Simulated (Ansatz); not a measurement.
ClGeH (SMILES [Cl][GeH]) moved off its minimum; all values from Ansatz (a quantum-chemistry and plane-wave program), cores frozen in correlated methods.
(charge 0, multiplicity 1)
```xyz
3

Ge     0.5796    -0.1428     0.6117
H      1.6739    -0.3462    -0.7753
Cl    -1.1233     0.4248    -0.9121
```

| level | largest force (eV/Å) | on atom | rms difference from CCSD(T)/def2-TZVPPD (eV/Å) | dipole (D) |
|---|---|---|---|---|
| HF/def2-TZVPP | 3.02 | Ge1 | 0.194 | 3.32 |
| PBE/def2-TZVPP | 2.30 | Ge1 | 0.143 | 2.61 |
| r2SCAN/def2-TZVPP | 2.67 | Ge1 | 0.041 | 2.69 |
| B3LYP/def2-TZVPP | 2.45 | Ge1 | 0.091 | 2.89 |
| wB97M-V/def2-TZVPP | 2.81 | Ge1 | 0.094 | 3.04 |
| MP2/def2-TZVPPD | 2.84 | Ge1 | 0.106 | 2.97 |
| CCSD(T)/def2-TZVPPD | 2.62 | Ge1 | 0.000 | 2.86 |

The differences count from one level among others, with limits of its own. Forces at CCSD(T)/def2-TZVPPD (eV/Å):

```json
[
 {"atom": "Ge1", "Fx": "-0.156", "Fy": "0.220", "Fz": "-2.605"},
 {"atom": "H2", "Fx": "-0.872", "Fy": "0.138", "Fz": "1.458"},
 {"atom": "Cl3", "Fx": "1.028", "Fy": "-0.358", "Fz": "1.147"}
]
```
